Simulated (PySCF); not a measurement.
# Adding and removing an electron: KCl

RHF-CCSD(T); basis K def2-SVPD, Cl def2-SVPD; no relativity; PySCF 2.14. Neutral (RHF): singlet (closed shell), Re = 2.763 Å, ωe = 264 cm⁻¹, De = 4.20 eV.

KCl⁻ (UHF): doublet (σ ↑), Re = 2.899 Å, ωe = 205 cm⁻¹, De = 1.33 eV to K + Cl⁻. The energies at the minima are -1058.74934 hartree for KCl and -1058.77068 for KCl⁻.

Question: Work out the adiabatic electron affinity, without and with harmonic zero-point energies (1 hartree = 27.2114 eV, 1 eV = 8065.5 cm⁻¹), and the change of the bond length.

Answer: At CCSD(T): 0.02134 hartree = 0.581 eV between the minima; the zero-point term (264.0 − 205.0)/2 cm⁻¹ = +0.004 eV makes it 0.584 eV. Re changes by +13.6 pm against the neutral. The electron enters a σ orbital, and the longer bond of the ion fits an antibonding orbital, or a change in how ionic the bond is.

Correlated steps freeze 10 core orbitals. Correlated levels converge slowly with the basis: in double zeta they bind strong bonds too weakly, by up to about 1 eV, and carry superposition errors of some tenths. For an ion De counts to the pair picked by the measured ionisation energies or electron affinities, which need not be the lowest pair at this level. Where the molecule has an RHF reference, its open-shell atoms are computed with UHF. States were picked by a PBE0 search and need not be the measured ground states.

Neutral and ion stand on different kinds of reference determinant, which adds to the error of the difference.
